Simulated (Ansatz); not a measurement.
Input and output for F4Hf (`[F][Hf]([F])([F])[F]`).

```yaml
crystal:
  periodic: [false, false, false]
  atoms:
    - {symbol: F, position_ang: [-0.900927, -0.144063, 1.650673]}
    - {symbol: Hf, position_ang: [0.009998, -0.014732, -0.008281]}
    - {symbol: F, position_ang: [1.636923, -0.985750, 0.086339]}
    - {symbol: F, position_ang: [-1.077937, -0.735924, -1.384845]}
    - {symbol: F, position_ang: [0.381842, 1.806871, -0.385287]}
basis:
  gaussian: {orbitals: def2-TZVP}
hamiltonian: {xc: {name: PBE0}, dispersion: d4}
accuracy: high
```

```sh
$ ansatz run in.yaml --threads 4 --pin off --events-out ev --progress --plain --max-ram 10444MiB
```

Output, abridged:

```
Functional definition: PBE0
2705 factors; integrals over basis functions are off by at most 1.2e-6 eV
mean field evaluation 1: about -12169.8100 eV, gradient 7.5e1 eV
mean field evaluation 2: about -12139.3459 eV, gradient 1.6e2 eV
mean field evaluation 4: about -12177.7832 eV, gradient 2.1e0 eV
mean field evaluation 8: about -12177.9012 eV, gradient 1.4e-1 eV
mean field evaluation 16: about -12177.9013 eV, gradient 4.2e-6 eV
mean field -12177.90125300 eV, -447.5296165697 hartree, gradient 4.2e-9 eV, S^2 0.000000; 0 other end points of the search recorded, 0 dependent functions left out
reference -12177.90125747 eV, -447.5296167341 hartree; 24, 24 occupied and 140, 140 virtual orbitals, 2705 factors
Total energy: -12177.96504008 eV, -447.5319607018 hartree
```

Run time 4.7 s (4 threads of an Arm Neoverse V2 on a shared host); peak host memory 0.68 GiB.
